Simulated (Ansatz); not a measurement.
Geometry optimisation, Ansatz 0.2.0, RKS r2SCAN-D4/6-31G*.

input.yaml

```yaml
crystal:
  periodic: [false, false, false]
  atoms:
    - { symbol: B, position_ang: [0.0, 0.0, 0.0] }
    - { symbol: "N", position_ang: [0.0, 0.0, 1.9] }
    - { symbol: H, position_ang: [-0.877, -0.2713, 2.43] }
    - { symbol: H, position_ang: [0.877, 0.2713, 2.43] }
    - { symbol: Cl, position_ang: [1.6108, 0.0, -0.93] }
    - { symbol: Cl, position_ang: [-1.6108, 0.0, -0.93] }
    - { symbol: Si, position_ang: [-0.6546, 2.0324, 0.7095] }
    - { symbol: H, position_ang: [-1.9991, 2.3119, 0.2137] }
    - { symbol: H, position_ang: [-0.6593, 2.0609, 2.1692] }
    - { symbol: H, position_ang: [0.2691, 3.045, 0.2066] }
    - { symbol: H, position_ang: [-0.3499, 1.0863, 1.7779] }
basis:
  gaussian: { orbitals: "6-31G*" }
hamiltonian:
  xc: r2scan
  dispersion: d4
relax:
  f_tol: 0.15
  max_steps: 25
  restrain:
    - { distance: [0, 6], at: 1.95, k: 30.0 }
    - { distance: [10, 1], at: 1.06, k: 30.0 }
    - { distance: [0, 1], at: 2.75, k: 30.0 }
    - { distance: [10, 6], at: 2.66, k: 30.0 }
```

Command:

```bash
$ ansatz run input.yaml --threads 4 --pin off --max-ram 5120MiB --backend cpu --events-out ev --progress --plain --runs-dir out
```

Where does it end, and by what steps?

It converged. The restraints hold the end off the free minimum; the threshold counts their pulls, which the force column leaves out. Restrained pairs: B1–Si7 (2.25 → 1.97 Å), N2–H11 (1.15 → 1.04 Å), B1–N2 (1.90 → 2.74 Å), Si7–H11 (1.46 → 2.67 Å). After 13 steps the energy has fallen by 5.319 eV (the restraints' own energy left out); H9 moved furthest, 1.42 Å.

```
step  energy less start (eV)  largest force component (eV/Å)  accepted
   0                  0.0000                           6.451       yes
   1                 -1.6479                           4.405       yes
   2                 -1.8970                           3.258       yes
   3                 -2.3998                           3.636       yes
   4                 -3.8861                           2.977       yes
   5                 -4.8311                           1.203       yes
   6                 -5.1053                           1.044       yes
   7                 -5.1637                           1.061       yes
   8                 -5.1724                           1.234       yes
   9                 -5.1758                           1.337       yes
  10                 -5.2466                           0.995       yes
  11                 -5.2832                           0.884       yes
  12                 -5.3042                           0.893       yes
  13                 -5.3194                           0.806       yes
```

```xyz
11
Properties=species:S:1:pos:R:3
B 0.002 0.575 -0.433
N -0.317 -0.044 2.213
H -1.031 -0.732 2.441
H 0.564 -0.345 2.623
Cl 1.706 0.138 -0.637
Cl -1.210 -0.474 -1.184
Si -0.521 2.279 0.407
H -1.894 2.203 0.987
H 0.422 2.690 1.489
H -0.533 3.396 -0.590
H -0.582 0.851 2.662
```

The run took 42 s on 4 threads of Arm Neoverse V1, with other jobs on the host, peak memory 0.19 GiB.
